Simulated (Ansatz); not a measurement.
Relaxation of Cl$_{3}$GeH$_{5}$OSi (11 atoms, charge 0, multiplicity 1), to a largest force component of 0.03 eV/Å in at most 50 steps.

Level of theory: Ansatz 0.2.0, RHF/def2-SVP.

```xyz
11
Properties=species:S:1:pos:R:3:forces:R:3
Ge 0.483 -0.400 -0.558 -0.46 0.42 -0.59
O -0.719 -0.798 2.131 0.34 -1.14 0.72
H -0.942 -0.110 2.739 0.00 0.13 0.06
Cl 1.721 -0.113 -2.313 0.02 0.00 -0.04
Cl 0.070 1.600 0.129 0.01 0.04 0.03
Cl -1.365 -1.233 -1.293 0.04 0.03 0.02
Si 1.600 -1.808 0.937 0.77 -0.58 0.22
H 0.703 -2.870 1.436 0.01 0.02 -0.02
H 2.693 -2.454 0.174 0.00 0.02 0.02
H 2.181 -1.019 2.042 -0.03 0.01 0.02
H -0.431 -1.557 2.656 -0.72 1.05 -0.43
```

Q: Where does it end, and by what steps?

A: The run converged. The force dipped under the threshold on the way, but the program's further checks kept it going. After 21 steps the energy has fallen by 0.294 eV; H11 moved furthest, 1.21 Å.

| step | energy less start (eV) | largest force component (eV/Å) | accepted |
| --- | --- | --- | --- |
| 0 | 0.0000 | 1.144 | yes |
| 1 | -0.1228 | 0.719 | yes |
| 2 | -0.1504 | 1.451 | yes |
| 3 | -0.2060 | 0.300 | yes |
| 4 | -0.2153 | 0.191 | yes |
| 5 | -0.2244 | 0.328 | yes |
| 6 | -0.1693 | 2.064 | no |
| 7 | -0.2357 | 0.182 | yes |
| 8 | -0.2457 | 0.147 | yes |
| 9 | -0.2579 | 0.100 | yes |
| 10 | -0.2613 | 0.112 | yes |
| 11 | -0.1494 | 3.251 | no |
| 12 | -0.2679 | 0.072 | yes |
| 13 | -0.2715 | 0.520 | yes |
| 14 | -0.2778 | 0.303 | yes |
| 15 | -0.2889 | 0.040 | yes |
| 16 | -0.2889 | 0.050 | yes |
| 17 | -0.2924 | 0.069 | yes |
| 18 | -0.2926 | 0.112 | yes |
| 19 | -0.2939 | 0.009 | yes |
| 20 | -0.2935 | 0.188 | no |
| 21 | -0.2941 | 0.022 | yes |

```xyz
11
Properties=species:S:1:pos:R:3
Ge 0.503 -0.454 -0.483
O -0.626 -0.923 2.412
H -0.735 -0.004 2.617
Cl 1.383 -0.193 -2.440
Cl 0.237 1.555 0.283
Cl -1.487 -1.223 -0.858
Si 1.846 -1.873 0.926
H 1.050 -3.054 1.297
H 3.002 -2.279 0.096
H 2.306 -1.083 2.081
H -1.483 -1.231 2.152
```

Whether the end is a true minimum wasn't checked by a vibrational analysis.

Time of the run: 53 s on 4 threads of Arm Neoverse V2 (shared host), peak memory 0.42 GiB.
